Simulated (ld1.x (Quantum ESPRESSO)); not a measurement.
# germanium, TM: configuration errors across variants

germanium (Ge), norm-conserving Troullier–Martins (Kleinman–Bylander form), made with ld1.x (Quantum ESPRESSO) 7.5 (PBE, scalar-relativistic). Core [Ar] 3d10, reference 4s2 4p0 (charge +2). Waves: 4s (bound): rc 1.65 bohr; 4p (bound, empty): rc 1.85 bohr; 4d channel at 0.45 Ry: rc 1.85 bohr. Local part: the d channel. Core correction: none.

All-electron excitation energies from the reference (eV): (1) 4s2 4p2 -22.883; (2) 4s2 4p1 -15.439; (3) 4s1 4p0 34.791; (4) 4s1 4p2 -6.723; (5) 4s1 4p3 -14.911; (6) 4s0 4p4 -6.688; (7) 4s2 4p1.5 -20.081.

1 further variants failed, have other tests or too few solved ones, and are left out.

A true bound ghost makes a file unfit for plane-wave use even where its test errors are small: the radial tests pick states by their node count and pass the ghost by.

Errors AE − PS in meV (a dash: test not solved or not reliable):

| change | (1) | (2) | (3) | (4) | (5) | (6) | (7) | bound ghosts |
| --- | --- | --- | --- | --- | --- | --- | --- | --- |
| base | +46 | +22 | +106 | +58 | +86 | +151 | +35 | s, p |
| wave 4d channel at 0.45 Ry: rc 1.85 bohr becomes 4d channel at -0.18 Ry: rc 1.85 bohr | +48 | +23 | +106 | +58 | +87 | +152 | +36 | s, p |
| wave 4d channel at 0.45 Ry: rc 1.85 bohr becomes 4d channel at -0.12 Ry: rc 1.85 bohr | +48 | +23 | +106 | +58 | +87 | +152 | +36 | s, p |
| wave 4d channel at 0.45 Ry: rc 1.85 bohr becomes 4d channel at 0.01 Ry: rc 1.85 bohr | +47 | +22 | +106 | +58 | +87 | +151 | +36 | s, p |
| wave 4d channel at 0.45 Ry: rc 1.85 bohr becomes 4d channel at 0.47 Ry: rc 1.85 bohr | +46 | +22 | +106 | +58 | +86 | +151 | +35 | s, p |
| wave 4d channel at 0.45 Ry: rc 1.85 bohr becomes 4d channel at 0.78 Ry: rc 1.85 bohr | +45 | +22 | +106 | +58 | +85 | +150 | +34 | s, p |
| wave 4d channel at 0.45 Ry: rc 1.85 bohr becomes 4d channel at 1.27 Ry: rc 1.85 bohr | +44 | +22 | +105 | +57 | +84 | +150 | +34 | s, p |
| wave 4d channel at 0.45 Ry: rc 1.85 bohr becomes 4d channel at 2.27 Ry: rc 1.85 bohr | +43 | +21 | +106 | +57 | +83 | +148 | +33 | p |
| wave 4d channel at 0.45 Ry: rc 1.85 bohr becomes 4d channel at 3.47 Ry: rc 1.85 bohr | +57 | +25 | +107 | +60 | +95 | +158 | +42 | p |

Task: Give the same row for: wave 4d channel at 0.45 Ry: rc 1.85 bohr becomes 4d channel at 0.11 Ry: rc 1.85 bohr.

Result: +47, +22, +106, +58, +86, +151, +35; bound ghosts: s, p.
